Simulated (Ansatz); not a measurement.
Frontier orbitals of AlClH₅NOSi, SMILES `N[SiH](Cl)[AlH][OH]`.

```xyz
10

N     0.3509   -1.7561    0.4159
Si   -0.9054   -0.6031    0.3366
Cl   -1.5542    0.1066    2.2090
Al   -0.0861    1.3963   -0.8045
O     1.6095    1.4980   -0.7361
H     0.2020   -2.6751    0.8023
H     1.3020   -1.4487    0.5433
H    -2.1061   -1.2990   -0.1924
H    -0.9299    2.5475   -1.4986
H     2.1174    2.2337   -1.0754
```

Charge 0, multiplicity 1. Geometry: relaxed with PBE0-D4/def2-TZVP. It is one conformer, not always the lowest. Basis def2-TZVPP, Ansatz.

Orbital energies of one run (eV). Highest occupied ones, from the top: -6.19, -6.45, -7.38, -7.60, -7.81, -8.19, -9.00, -9.32, -10.08, -12.22, -12.52, -13.14, -19.87, -21.31. Empty: -2.13, -1.22, -0.38, 0.28, 0.60, 1.03.

Question: Which functional gave them?
A. LC-ωPBE
B. PBE
C. r2SCAN0
D. ωB97M-V

Answer: B. HOMO energies: PBE -6.19, LC-ωPBE -9.94, ωB97M-V -9.38, r2SCAN0 -7.52 eV.

LC-ωPBE has ω = 0.4 bohr⁻¹.
